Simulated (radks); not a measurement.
Results of a calculation; reference values are marked as such.
Neutral lanthanum inside a hard spherical wall (all orbitals vanish at R), configuration held at [Xe] 5d1 6s2 and not refilled when levels cross. Level of theory: scalar-relativistic Kohn-Sham, LDA (Slater exchange, Perdew-Wang correlation), spin-polarised, spherical densities, finite nucleus; open shells are filled with parallel spins first (spin-orbit coupling, left out, can overturn this in heavy ions); Fermi nuclear charge, rms radius 4.855 fm (a radial shooting solver on a logarithmic mesh with Libxc functionals). Eigenvalues in eV for spin up, with the zero of energy where the potential of the charges vanishes at infinity; a dash marks a level that is unbound or too diffuse for the functional's potential to be trusted. A positive occupied level is held by the wall or, in an anion where self-interaction has pushed it up, behind a barrier. The pressure on the wall is -dE/dV.

\begin{tabular}{lrrrrrrrrr}
R (bohr) & E (hartree) & kinetic (hartree) & e(5s) & e(5p) & e(6s) & e(5d) & e(6p, empty) & e(7s, empty) & pressure (GPa) \\ \hline
free & -8486.5041 & 8973.731 & -39.176 & -22.628 & -3.940 & -3.392 & -1.476 & -0.097 & 0 \\
20 & -8486.5041 & 8973.731 & -39.176 & -22.628 & -3.940 & -3.392 & -1.475 & 0.022 & < 0.0001 \\
12 & -8486.5036 & 8973.736 & -39.134 & -22.587 & -3.907 & -3.356 & -1.381 & 1.189 & 0.00832 \\
8 & -8486.4797 & 8973.891 & -38.337 & -21.814 & -3.184 & -2.677 & -0.090 & 6.772 & 0.838 \\
7 & -8486.4418 & 8974.081 & -37.594 & -21.102 & -2.348 & -2.019 & 1.234 & 11.175 & 2.79 \\
5 & -8486.0690 & 8975.589 & -34.007 & -17.728 & 3.783 & 1.705 & 10.033 & 35.286 & 42.5 \\
4 & -8485.1645 & 8979.052 & -29.274 & -13.149 & 15.732 & 7.722 & 25.538 & 71.378 & 241 \\
3 & -8481.2048 & 8993.263 & -16.445 & 0.752 & 56.752 & 26.795 & 73.674 & 170.15 & 2130 \\
2.5 & -8474.4480 & 9015.244 & 0.178 & 20.090 & 113.08 & 52.783 & 135.99 & 288.85 & 7920 \\
1.5 & -8387.8375 & 9263.867 & 184.88 & 228.15 & 603.88 & 294.04 & 647.40 & 1180.1 & 267000 \\
\end{tabular}
